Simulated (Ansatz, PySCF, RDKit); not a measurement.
Pair of molecules: N2 (SMILES N#N) (first 2 atoms) with CH6Si (SMILES C[SiH3]); geometry from B3LYP-D3(BJ)/def2-TZVP, rigid monomers moved along the line of their centres of mass till N1···Si4 is 3.24 Å.
(charge 0, multiplicity 1):
```xyz
10

N      1.2001    -0.0434     0.9390
N      0.8204     0.0548    -0.0787
C      0.9791    -0.2082     4.3549
Si    -0.6917     0.1098     3.5657
H      1.7575    -0.2812     3.5941
H      0.9692    -1.1405     4.9224
H      1.2457     0.6001     5.0383
H     -0.6766     1.3771     2.7950
H     -1.7491     0.2098     4.6016
H     -1.0536    -0.9903     2.6389
```

Monomers are frozen at their geometry in the pair; levels with a basis set take the counterpoise correction. Rows marked so take none. RDKit's UFF carries no charges.

Rows in STO-3G carry no dispersion term and start afresh at each structure.

Programs: Ansatz (Gaussian basis) for Hartree–Fock, density functionals and correlated methods; PySCF for STO-3G rows; RDKit for the force fields. Each number belongs to the level named beside it.

**Question.** Estimate the interaction energy that PBE/def2-TZVPPD returns for this input.

**Answer.** 27 meV

**Question.** What interaction energy does HF/STO-3G (no counterpoise) give?

**Answer.** 34 meV

**Question.** What is the computed interaction energy (UFF)?

**Answer.** 16 meV

Ansatz is a program for electronic structure.
